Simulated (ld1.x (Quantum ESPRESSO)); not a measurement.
Which change was made? (Bi, RRKJ)

ld1.x (Quantum ESPRESSO) 7.5 input, shortened:

```
&input
   title='Bi', zed=83., rel=1, dft='PZ', iswitch=3,
   config='[Xe] 4f14 5d10 6s2 6p3'
 /
 &inputp
   pseudotype=2, tm=.false., rho0=0.001, lloc=-2, rcloc=1.70,
   nlcc=.false.
 /
2
6S  1  0   2.00   0.00  1.95  1.95  0.0
6P  2  1   3.00   0.00  1.90  1.90  0.0
 &test
   configts(1)='6s2 6p3'
 /
```

Cutoffs, loose and tight: the cutoffs (Ry, on a coarse ladder) from which the occupation-weighted sum of valence levels, in a spherical-Bessel basis at the reference potential, stays within 10 and 1 mRy of its value at 400 Ry. They do not see the model core or the augmentation charge, which bear on the density cutoff. Test errors are all-electron minus pseudo excitation energies from the reference, over the configurations 6s2 6p2; 6s2 6p1; 6s2 6p0; 6s1 6p4; 6s1 6p0; 6s2 6p3.3; 6s0 6p5 (two spin-polarised tests are not counted in the largest error); variants that change the core or the reference have their own tests.

The base gives: outcome: generated; cutoff, loose: 35 Ry; cutoff, tight: 45 Ry; bound ghosts: d; largest test error (meV): +455.

After one change the result is: outcome: generated; cutoff, loose: 30 Ry; cutoff, tight: 55 Ry; bound ghosts: none; largest test error (meV): +412. Which change was it?
A. wave 6s (bound): rc 1.95 bohr becomes 6s (bound): rc 2.92 bohr
B. type TM; local potential the s channel; rho0 0
C. functional PBE

B. The others give: wave 6s (bound): rc 1.95 bohr becomes 6s (bound): rc 2.92 bohr → outcome: generated; cutoff, loose: 30 Ry; cutoff, tight: 35 Ry; bound ghosts: d; largest test error (meV): +511 | functional PBE → outcome: generated; cutoff, loose: 35 Ry; cutoff, tight: 45 Ry; bound ghosts: d; largest test error (meV): +283.
